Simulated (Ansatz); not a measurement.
Geometry optimisation, RKS PBE/def2-SVP (Ansatz 0.2.0).

input.yaml

```yaml
crystal:
  periodic: [false, false, false]
  atoms:
    - { symbol: Sn, position_ang: [0.229171, 0.074975, -0.067233] }
    - { symbol: H, position_ang: [0.128443, 0.28421, 1.662838] }
    - { symbol: H, position_ang: [1.864551, -0.198199, -0.530455] }
    - { symbol: H, position_ang: [-0.506644, 1.434077, -0.843392] }
    - { symbol: O, position_ang: [-0.702357, -1.647552, -0.519721] }
    - { symbol: H, position_ang: [-1.571411, -1.597142, -0.069109] }
    - { symbol: F, position_ang: [-2.421229, -0.366559, 1.422746] }
    - { symbol: H, position_ang: [-1.643324, -0.218309, 1.920027] }
basis:
  gaussian: { orbitals: def2-SVP }
hamiltonian:
  xc: pbe
relax:
  f_tol: 0.03
  max_steps: 50
```

Run as:

```bash
$ ansatz run input.yaml --threads 1 --pin off --max-ram 2048MiB --backend cpu --events-out ev --progress --plain --runs-dir out
```

Q: Where does it end, and by what steps?

A: It converged. The force dipped under the threshold on the way, but the program's further checks kept it going. After 8 steps the energy has fallen by 0.006 eV; F7 moved furthest, 0.09 Å.

```tsv
step	energy less start (eV)	largest force component (eV/Å)	accepted
0	0.0000	0.418	yes
1	0.0047	0.518	no
2	-0.0045	0.028	yes
3	-0.0026	0.187	no
4	-0.0052	0.069	yes
5	-0.0054	0.032	yes
6	-0.0056	0.050	yes
7	-0.0057	0.033	yes
8	-0.0057	0.018	yes
```

```xyz
8
Properties=species:S:1:pos:R:3
Sn 0.232 0.083 -0.086
H 0.083 0.316 1.655
H 1.875 -0.215 -0.500
H -0.468 1.445 -0.889
O -0.724 -1.626 -0.526
H -1.586 -1.568 -0.062
F -2.430 -0.429 1.480
H -1.605 -0.241 1.902
```

Run time: 22 s on 1 thread of Arm Neoverse V1, on a shared host, peak memory 0.14 GiB.
